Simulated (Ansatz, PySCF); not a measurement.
Species: C2HBCl2, charge 0, singlet. C2HBCl2 (SMILES C#CB(Cl)Cl).
B3LYP-D3(BJ)/def2-TZVP minimum from Ansatz (a program for electronic structure):
```xyz
6

B     -0.0039     0.0091     0.0148
C     -0.3327     0.7763     1.2656
C     -0.5962     1.3913     2.2682
H     -0.8288     1.9341     3.1531
Cl     1.1664    -1.2930     0.0612
Cl    -0.7886     0.4115    -1.4983
```
Charge 0, spin multiplicity 1.

Atomisation energy term by term, kcal/mol (programs: Ansatz). Open shells are spin-unrestricted; no spin-orbit coupling. Correlated methods leave the cores frozen. Rows without X2C or -DK are non-relativistic. CBS(X,Y): correlation extrapolated as X^-3, Hartree-Fock from the larger set. A bracket is a step between two methods taken in the basis named. 'core' is core correlation in cc-pwCVTZ (1s frozen past Ne), 'X2C' scalar relativity in cc-pVTZ-DK, both at CCSD(T). Where a partner has so few electrons that a lower coupled-cluster level is exact, that level stands in.

```
term                                                                   basis  kcal/mol
-----------------------  ---------------------------------------------------  --------
Hartree-Fock                                                     cc-pV(Q+d)Z    454.32
CCSD correlation                                CBS(cc-pV(T+d)Z,cc-pV(Q+d)Z)    141.05
(T)                                             CBS(cc-pV(T+d)Z,cc-pV(Q+d)Z)     16.59
CCSDT(Q) - CCSD(T)                                               cc-pV(D+d)Z      0.72
core correlation                                                   cc-pwCVTZ      3.91
scalar relativity                                            X2C, cc-pVTZ-DK     -0.76
minus zero-point energy  harmonic, PySCF's Hessian at B3LYP-D3(BJ)/def2-TZVP    -15.99
sum: D0                                                                          599.8
```
